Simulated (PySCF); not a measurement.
InCl₂⁺ (singlet). Level of theory: PBE0/[In def2-TZVP with ECP28, Cl def2-TZVP], scalar-relativistic core potentials, density fitting, no spin–orbit coupling, PySCF.

Harmonic bands of its minimum:

| ω (cm⁻¹) | IR (km/mol, summed over degenerate members) | degeneracy |
| --- | --- | --- |
| 91 | 13.6 | 2 |
| 388 | 0.0 | 1 |
| 505 | 41.7 | 1 |

Task: The central atom is In. Infer the point group and assign the bands.

Result: D∞h. The modes span πu + σg+ + σu+: 91 πu, 388 σg+, 505 σu+. The computed geometry has In–Cl 2.203 Å (×2); Cl–In–Cl 180.0°.

This need not be the most stable arrangement of these atoms.
